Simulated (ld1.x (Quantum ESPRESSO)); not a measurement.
**Building the TM semilocal potential for Gd (Z = 64) (LDA (PZ), scalar-relativistic).**

Gd, norm-conserving Troullier–Martins (semilocal form), made with ld1.x (Quantum ESPRESSO) 7.5 (LDA (PZ), scalar-relativistic). Core [Xe], reference 4f7 5d1 6s2 6p0. Waves: 6s (bound): rc 2.85 bohr; 6p (bound, empty): rc 3.20 bohr; 4f (bound): rc 1.00 bohr; 5d (bound): rc 3.55 bohr. Local part: the d channel. Core correction: a·sin(br)/r model core inside 0.65 bohr.

All-electron outer shells of the reference configuration (LDA (PZ), scalar-relativistic, ld1.x):

```tsv
shell	level (eV)	outermost node (bohr)	outermost maximum (bohr)
5s	-49.86	0.65	1.20
5p	-27.36	0.70	1.35
4f	-8.90	–	0.56
6s	-4.27	1.60	3.33
5d	-2.69	0.79	1.97
6p	-1.39	1.92	4.55
```

Tests: 4f7 5d1 6s1 6p0; 4f7 5d1 6s0 6p0; 4f7 5d0 6s0 6p0; 4f6 5d2 6s1 6p0; 4f7 5d1 6s0 6p2; 4f7 5d1 6s1.5 6p0; 4f7 5d1 6s0 6p1. Which has the largest error in its energy relative to the reference configuration, and how large is it?

4f6 5d2 6s1 6p0, with -984 meV (all-electron minus pseudo) on +16.23 eV.
